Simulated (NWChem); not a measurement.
System: BeCl$_{2}$; SMILES [Cl][Be][Cl]

The following NWChem deck was run.

```
start job
memory heap 200 mb stack 900 mb global 1100 mb
geometry units angstroms noautoz
  Be     0.000000     0.000000     0.000000
  Cl     0.000000     0.000000     1.813735
  Cl     0.000000     0.000000    -1.813735
end
basis spherical
  * library def2-svpd
end
dft
  xc xpbe96 cpbe96
  iterations 150
  convergence energy 1d-9 density 1d-8 gradient 1d-7
  tolerances tight
end
task dft gradient
```

Output (shortened):

```
             Northwest Computational Chemistry Package (NWChem) 7.3.0
             --------------------------------------------------------

 ORDER OF PRIMARY AXIS IS BEING SET TO 4
 D4H symmetry detected

                             Geometry "geometry" -> ""
                             -------------------------

 Output coordinates in angstroms (scale by  1.889725989 to convert to a.u.)

  No.       Tag          Charge          X              Y              Z
 ---- ---------------- ---------- -------------- -------------- --------------
    1 Be                   4.0000     0.00000000     0.00000000     0.00000000
    2 Cl                  17.0000     0.00000000     0.00000000     1.81373500
    3 Cl                  17.0000     0.00000000     0.00000000    -1.81373500

 Effective nuclear repulsion energy (a.u.)      81.8389777693

      Symmetry information
      --------------------

 Group name             D4h
 Group number             28
 Group order              16
 No. of unique centers     2

  pbe96 is a nonlocal functional; adding pw91lda local functional.

                                 NWChem DFT Module
                                 -----------------

 Summary of "ao basis" -> "ao basis" (spherical)
 ------------------------------------------------------------------------------
       Tag                 Description            Shells   Functions and Types
 ---------------- ------------------------------  ------  ---------------------
 Be                        def2-svpd                 6       12   3s3p
 Cl                        def2-svpd                11       27   5s4p2d

      Symmetry analysis of basis
      --------------------------

        a1g        14
        a1u         0
        a2g         0
        a2u        14
        b1g         2
        b1u         2
        b2g         2
        b2u         2
        eg         12
        eu         18

  itol2e modified to match energy
  convergence criterion.
  tol_rho modified to match energy
  convergence criterion.

            General Information
            -------------------
          SCF calculation type: DFT
          Wavefunction type:  closed shell.
          No. of atoms     :     3
          No. of electrons :    38
           Alpha electrons :    19
            Beta electrons :    19
          Charge           :     0
          Spin multiplicity:     1
          Use of symmetry is: on ; symmetry adaption is: on
          Maximum number of iterations: 150
          AO basis - number of functions:    66
                     number of shells:    28
          Convergence on energy requested:  1.00D-09
          Convergence on density requested:  1.00D-08
          Convergence on gradient requested:  1.00D-07

              XC Information
              --------------
          PerdewBurkeErnzerhof Exchange Functional  1.000
            Perdew 1991 LDA Correlation Functional  1.000 local
           PerdewBurkeErnz. Correlation Functional  1.000 non-local

             Grid Information
             ----------------
          Grid used for XC integration:  medium
          Radial quadrature: Mura-Knowles
          Angular quadrature: Lebedev.
          Tag              B.-S. Rad. Rad. Pts. Rad. Cut. Ang. Pts.
          ---              ---------- --------- --------- ---------
          Be                  1.05       49          11.0       434
          Cl                  1.00       88          13.0       590
          Grid pruning is: on
          Number of quadrature shells:   137
          Spatial weights used:  Erf1

      Superposition of Atomic Density Guess
      -------------------------------------

 Sum of atomic energies:        -933.21291522

      Non-variational initial energy
      ------------------------------

 Total energy =    -933.776890
 1-e energy   =   -1450.803847
 2-e energy   =     435.187979
 HOMO         =      -0.466593
 LUMO         =      -0.013682

      Symmetry analysis of molecular orbitals - initial
      -------------------------------------------------

 !! scf_movecs_sym_adapt:    8 vectors were symmetry contaminated

  Symmetry fudging

 !! scf_movecs_sym_adapt:    4 vectors were symmetry contaminated

  Numbering of irreducible representations:

     1 a1g         2 a1u         3 a2g         4 a2u         5 b1g
     6 b1u         7 b2g         8 b2u         9 eg         10 eu

  Orbital symmetries:

     1 a1g         2 a2u         3 a1g         4 a2u         5 a1g
     6 a2u         7 eu          8 eu          9 eg         10 eg
    11 a1g        12 a1g        13 a2u        14 a1g        15 a2u
    16 eu         17 eu         18 eg         19 eg         20 a1g
    21 eu         22 eu         23 a2u        24 eu         25 eu
    26 a1g        27 a2u        28 eg         29 eg

   convergence    iter        energy       DeltaE   RMS-Dens  Diis-err
 ---------------- ----- ----------------- --------- --------- ---------
 d= 0,ls=0.0,diis     1   -934.5341639296 -1.02D+03  2.23D-02  4.14D-01
 d= 0,ls=0.0,diis     2   -934.5112545676  2.29D-02  1.30D-02  4.23D-01
 d= 0,ls=0.0,diis     3   -934.5729085753 -6.17D-02  3.59D-03  6.10D-02
 d= 0,ls=0.0,diis     4   -934.5829915640 -1.01D-02  7.61D-04  4.29D-04
 d= 0,ls=0.0,diis     5   -934.5830583855 -6.68D-05  9.73D-05  3.42D-05
 d= 0,ls=0.0,diis     6   -934.5830630802 -4.69D-06  2.09D-05  1.23D-06
 d= 0,ls=0.0,diis     7   -934.5830632982 -2.18D-07  8.82D-07  3.72D-09
 d= 0,ls=0.0,diis     8   -934.5830632987 -5.83D-10  2.98D-08  2.17D-12
 d= 0,ls=0.0,diis     9   -934.5830632987  3.41D-12  1.93D-09  6.33D-15

         Total DFT energy =     -934.583063298739
      One electron energy =    -1452.502429903527
           Coulomb energy =      495.030176046468
    Exchange-Corr. energy =      -58.949787210988
 Nuclear repulsion energy =       81.838977769308

 Numeric. integr. density =       38.000000214479

                  Occupations of the irreducible representations
                  ----------------------------------------------

                     irrep           alpha         beta
                     --------     --------     --------
                     a1g               6.0          6.0
                     a1u               0.0          0.0
                     a2g               0.0          0.0
                     a2u               5.0          5.0
                     b1g               0.0          0.0
                     b1u               0.0          0.0
                     b2g               0.0          0.0
                     b2u               0.0          0.0
                     eg                4.0          4.0
                     eu                4.0          4.0

                       DFT Final Molecular Orbital Analysis
                       ------------------------------------

 Vector   17  Occ=2.000000D+00  E=-3.252324D-01  Symmetry=eu
              MO Center= -3.1D-17,  8.6D-17,  2.4D-16, r^2= 4.0D+00
   Bfn.  Coefficient  Atom+Function         Bfn.  Coefficient  Atom+Function
  ----- ------------  ---------------      ----- ------------  ---------------
    25      0.367903  2 Cl py                52      0.367903  3 Cl py
    22      0.299785  2 Cl py                49      0.299785  3 Cl py
     5     -0.185474  1 Be py                19      0.173406  2 Cl py
    46      0.173406  3 Cl py                24     -0.130801  2 Cl px
    51     -0.130801  3 Cl px                21     -0.106583  2 Cl px

 Vector   18  Occ=2.000000D+00  E=-3.052942D-01  Symmetry=eg
              MO Center=  7.0D-17,  2.1D-16, -1.2D-16, r^2= 4.4D+00
   Bfn.  Coefficient  Atom+Function         Bfn.  Coefficient  Atom+Function
  ----- ------------  ---------------      ----- ------------  ---------------
    25      0.418839  2 Cl py                52     -0.418839  3 Cl py
    22      0.324354  2 Cl py                49     -0.324354  3 Cl py
    19      0.187854  2 Cl py                46     -0.187854  3 Cl py
    24      0.137773  2 Cl px                51     -0.137773  3 Cl px
    21      0.106693  2 Cl px                48     -0.106693  3 Cl px

 Vector   19  Occ=2.000000D+00  E=-3.052942D-01  Symmetry=eg
              MO Center= -2.3D-15,  7.6D-16,  1.2D-15, r^2= 4.4D+00
   Bfn.  Coefficient  Atom+Function         Bfn.  Coefficient  Atom+Function
  ----- ------------  ---------------      ----- ------------  ---------------
    24      0.418839  2 Cl px                51     -0.418839  3 Cl px
    21      0.324354  2 Cl px                48     -0.324354  3 Cl px
    18      0.187854  2 Cl px                45     -0.187854  3 Cl px
    25     -0.137773  2 Cl py                52      0.137773  3 Cl py
    22     -0.106693  2 Cl py                49      0.106693  3 Cl py

 Vector   20  Occ=0.000000D+00  E=-4.819098D-02  Symmetry=a1g
              MO Center=  2.9D-15,  1.5D-15, -5.4D-14, r^2= 6.8D+00
   Bfn.  Coefficient  Atom+Function         Bfn.  Coefficient  Atom+Function
  ----- ------------  ---------------      ----- ------------  ---------------
     3      2.597177  1 Be s                 17     -0.783599  2 Cl s
    44     -0.783599  3 Cl s                 29      0.504176  2 Cl pz
    56     -0.504176  3 Cl pz                 2      0.478588  1 Be s
    16     -0.277764  2 Cl s                 43     -0.277764  3 Cl s
    26      0.269919  2 Cl pz                53     -0.269919  3 Cl pz

[...]

                         DFT ENERGY GRADIENTS

    atom               coordinates                        gradient
                 x          y          z           x          y          z
   1 Be      0.000000   0.000000   0.000000    0.000000   0.000000   0.000000
   2 Cl      0.000000   0.000000   3.427462    0.000000   0.000000  -0.002914
   3 Cl      0.000000   0.000000  -3.427462    0.000000   0.000000   0.002914
```

Level: PBE/def2-SVPD. Geometry: optimised at PBE-D3(BJ)/def2-SVP.
